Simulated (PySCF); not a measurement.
Continuum solvent and chemical shifts

Molfile (atoms numbered from 1):
```
C5H9NSi
     RDKit          3D

 16 16  0  0  0  0  0  0  0  0999 V2000
   -3.1531    1.7632    0.4031 N   0  0  0  0  0  0  0  0  0  0  0  0
   -2.5025    0.8314    0.1846 C   0  0  0  0  0  0  0  0  0  0  0  0
   -1.6472   -0.3154   -0.0939 C   0  0  0  0  0  0  0  0  0  0  0  0
   -0.1978    0.0876   -0.3766 C   0  0  0  0  0  0  0  0  0  0  0  0
    0.5546    0.7987    0.7791 C   0  0  0  0  0  0  0  0  0  0  0  0
    2.1287   -0.0246    0.1151 Si  0  0  0  0  0  4  0  0  0  0  0  0
    0.7660   -1.0924   -0.6656 C   0  0  0  0  0  0  0  0  0  0  0  0
   -2.0666   -0.8673   -0.9513 H   0  0  0  0  0  0  0  0  0  0  0  0
   -1.6836   -0.9971    0.7729 H   0  0  0  0  0  0  0  0  0  0  0  0
   -0.1968    0.7603   -1.2517 H   0  0  0  0  0  0  0  0  0  0  0  0
    0.4316    1.8881    0.8419 H   0  0  0  0  0  0  0  0  0  0  0  0
    0.2765    0.3597    1.7527 H   0  0  0  0  0  0  0  0  0  0  0  0
    2.8785    0.8080   -0.8733 H   0  0  0  0  0  0  0  0  0  0  0  0
    3.0969   -0.6496    1.0667 H   0  0  0  0  0  0  0  0  0  0  0  0
    0.5376   -1.9501   -0.0096 H   0  0  0  0  0  0  0  0  0  0  0  0
    0.8078   -1.4476   -1.7044 H   0  0  0  0  0  0  0  0  0  0  0  0
  1  2  3  0
  2  3  1  0
  3  4  1  0
  4  5  1  0
  5  6  1  0
  6  7  1  0
  7  4  1  0
  3  8  1  0
  3  9  1  0
  4 10  1  0
  5 11  1  0
  5 12  1  0
  6 13  1  0
  6 14  1  0
  7 15  1  0
  7 16  1  0
M  END
```

GIAO PBE0/pcSseg-1 in PySCF 2.14 on one PBE0-D3(BJ)/def2-SVP conformer, non-relativistic, equivalent nuclei averaged. Solvents enter as an IEF-PCM continuum (acetone with ε = 20.5, water with ε = 78.4) around the gas-phase geometry. Shifts are referred to TMS computed in the same medium.

Gas phase, δ in ppm: C2 123.1, C4 35.3, C3 29.7, C5/C7 17.4, Si6 -38.8, H14 4.73, H13 4.65, H10 2.49, H8/H9 2.04, H11/H16 1.43, H12/H15 0.85. Dipole moment 4.00 D.

Q: How does each δ change in the continuum?

A: 
```json
{"atoms": "C2", "environment": "nitrile carbon", "Δδ, acetone": "+7.6", "Δδ, water": "+8.1"}
{"atoms": "C4", "environment": "sp3 CH in a ring", "Δδ, acetone": "+0.5", "Δδ, water": "+0.5"}
{"atoms": "C3", "environment": "sp3 CH2 α to a nitrile", "Δδ, acetone": "-0.2", "Δδ, water": "-0.3"}
{"atoms": "C5/C7", "environment": "sp3 CH2 bonded to Si", "Δδ, acetone": "+0.6", "Δδ, water": "+0.6"}
{"atoms": "Si6", "environment": "silicon bonded to 2 C, 2 H, in a 4-membered ring", "Δδ, acetone": "+0.1", "Δδ, water": "+0.1"}
{"atoms": "H14", "environment": "hydrogen on a silicon bonded to 2 C, in a 4-membered ring", "Δδ, acetone": "-0.08", "Δδ, water": "-0.08"}
{"atoms": "H13", "environment": "hydrogen on a silicon bonded to 2 C, in a 4-membered ring", "Δδ, acetone": "-0.12", "Δδ, water": "-0.13"}
{"atoms": "H10", "environment": "hydrogen on an sp3 CH in a ring", "Δδ, acetone": "+0.16", "Δδ, water": "+0.17"}
{"atoms": "H8/H9", "environment": "hydrogen on an sp3 CH2 α to a nitrile", "Δδ, acetone": "+0.39", "Δδ, water": "+0.42"}
{"atoms": "H11/H16", "environment": "hydrogen on an sp3 CH2 bonded to Si", "Δδ, acetone": "-0.04", "Δδ, water": "-0.05"}
{"atoms": "H12/H15", "environment": "hydrogen on an sp3 CH2 bonded to Si", "Δδ, acetone": "+0.22", "Δδ, water": "+0.24"}
```

Changes are relative to the gas phase. The dipole moment becomes 5.07 D in acetone, 5.14 D in water.

Q: Which nuclei move most (in ppm), and what does the model miss?

A: C2 (nitrile carbon, +8.1 ppm) in water. A continuum only polarises the solute; specific hydrogen bonds, the anisotropy of aromatic solvents and changes of geometry or conformer are outside it.
